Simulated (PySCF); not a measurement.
# Cu: electron affinity

Cu⁻ [Ar] 3d10 4s2 (1S) → Cu [Ar] 3d10 4s1 (2S), as a difference of total energies. Calculation: PySCF 2.14, in x2c-TZVPPall with one added diffuse shell each of s, p, d, f type (7s6p5d3f1g, 80 functions); the spin-free X2C one-electron Hamiltonian (Gaussian nucleus). Correlated levels: valence: [Ar] frozen; valence and next inner shell: [Ne] frozen. The calculations carry no spin-orbit coupling.

| method | electron affinity (eV) |
| --- | --- |
| UHF | 0.014 |
| LDA | 1.599 |
| PBE0 | 1.089 |
| r2SCAN | 1.242 |
| revPBE | 1.308 |
| PBEsol | 1.360 |
| MN15 | 1.451 |
| MP2 (valence) | 0.883 |
| SCS-MP2 (valence) | 0.925 |
| MP2 (valence and next inner shell) | 0.907 |
| SCS-MP2 (valence and next inner shell) | 0.942 |

Problem. Estimate what M06-2X gives.

Solution. 1.181 eV, closest to r2SCAN among the rows shown.

Problem. Estimate what PBE gives.

Solution. 1.394 eV, closest to PBEsol among the rows shown.

Errors of the correlated levels include the incompleteness of this basis and the frozen core.

In the anion the highest occupied orbital energy is positive at LDA, PBE, PBE0, r2SCAN, revPBE, PBEsol, M06-2X, a self-interaction effect; the basis confines that electron, and the energy difference can still be sensible.

For comparison: 1.236 eV (measured; photodetachment measurements, as compiled on the Wikipedia data page of electron affinities).
